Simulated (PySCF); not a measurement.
Compound: CH8AlSSb.
Bonds: C1–S2, S2–Al3, Al3–Sb4. Hydrogens: H5, H6, H7 on C1; H8, H9 on Al3; H10, H11, H12 on Sb4.

Method used: PBE0-D3(BJ)/def2-SVP geometry optimisation, gas phase, def2 core potentials past Kr in PySCF.

**Question.** How far are the bound atoms from Al3?

**Answer.** 4 atoms: H8 1.589 Å, H9 1.592 Å, S2 2.226 Å, Sb4 2.865 Å. The nearest atom not counted as bound is C1, at 3.16 Å.

**Question.** List the angles at Al3.

**Answer.** 
```csv
angle,degrees,distance of the outer atoms (Å)
H8–Al3–H9,124.6,2.82
S2–Al3–H9,117.5,3.28
S2–Al3–H8,114.5,3.23
Sb4–Al3–H9,101.3,3.54
Sb4–Al3–H8,99.5,3.50
S2–Al3–Sb4,86.6,3.52
```

**Question.** Describe the arrangement about Al3 in numbers.

**Answer.** Angles from 86.6° to 124.6°; τ4 = (360° − α − β)/141° = 0.84 with α and β the two widest (0 for a square, 1 for a tetrahedron).

**Question.** How far are the bound atoms from Sb4?

**Answer.** 4 atoms: H11 1.696 Å, H12 1.699 Å, H10 1.712 Å, Al3 2.865 Å. The nearest atom not counted as bound is H8, at 3.50 Å.

**Question.** List the angles at Sb4.

**Answer.** 
```tsv
angle	degrees	distance of the outer atoms (Å)
Al3–Sb4–H10	138.6	4.30
Al3–Sb4–H11	111.5	3.83
Al3–Sb4–H12	110.9	3.82
H11–Sb4–H12	96.2	2.53
H10–Sb4–H11	95.9	2.53
H10–Sb4–H12	95.6	2.53
```

**Question.** Describe the arrangement about Sb4 in numbers.

**Answer.** Angles from 95.6° to 138.6°; τ4 = (360° − α − β)/141° = 0.78 with α and β the two widest (0 for a square, 1 for a tetrahedron). The Sb–H distances aren't all alike: 1.696 to 1.712 Å.

**Question.** What are the other bond lengths?

**Answer.** C1–S2 1.827 Å; C1–H5, C1–H6, C1–H7 1.099 Å.

**Question.** Give some angles away from the centre.

**Answer.** C1–S2–Al3 101.8°.

**Question.** What are the rotational constants (commonest isotopes, rigid rotor)?

**Answer.** A = 3690, B = 954.9, C = 847.0 MHz: a near-prolate asymmetric top.

Point group: C1 (no symmetry element, even within 0.4 Å). Charge 0, singlet. No frequency check.

Hardware: one thread, Arm Neoverse V2 (aarch64), shared host with 32 logical CPUs at a one-minute load of 14. Cost: 1.7 min wall, 0.50 GiB resident at most. That covers the optimisation of the geometry.

Conformer computed: `[CH3:1][S:2][AlH2-:3][SbH3+:4]`: C1–S2–Al3–Sb4 86°.

One conformer stands for the species.
